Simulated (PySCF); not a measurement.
# From computed data to an observable: chemical shift, span and skew from a shielding tensor

C₃H₅NOSi, SMILES N1C=C[Si@@H](C=1)O. Atoms are numbered in the order given.

```xyz
11

O     -2.1075     0.1157     0.6645
Si    -0.7689     0.3334    -0.3020
C      0.7435     1.1148     0.4621
C      1.7419     0.2258     0.3186
N      1.5043    -1.0580    -0.3053
C      0.2864    -1.2159    -0.6747
H     -1.9590    -0.2436     1.5453
H     -1.2808     0.9929    -1.5284
H      0.9092     2.0910     0.9224
H      2.7764     0.3861     0.6425
H      0.0188    -2.1624    -1.1672
```
Charge 0, spin multiplicity 1.

The structure is a stationary point at ωB97X-D3(BJ)/def2-SVP. The structure was generated by enumeration; whether it is a known compound was not checked. The values are those of a single conformer.

GIAO shieldings from PBE/pcSseg-1 (PySCF), non-relativistic, no solvent. The symmetric part of the tensor of C4 has the principal values -97.9, 38.8, 99.2 ppm. The same nucleus in TMS has σ = 182.0 ppm at this level (PySCF, at its B3LYP-D3(BJ)/def2-TZVP geometry).

Problem. Work out the isotropic shielding, the ¹³C shift against TMS, the span and the skew.

Solution. 
σ(iso) = (σ11 + σ22 + σ33)/3 = 13.4 ppm. δ = σ(ref) − σ(iso) = 182.0 − (13.4) = 168.6 ppm.
Span Ω = σ33 − σ11 = 197.1 ppm. Skew κ = 3(σ(iso) − σ22)/Ω = -0.39. Tumbling in solution averages the tensor to δ; in a static solid the shielding alone would spread this spin-1/2 line over Ω.
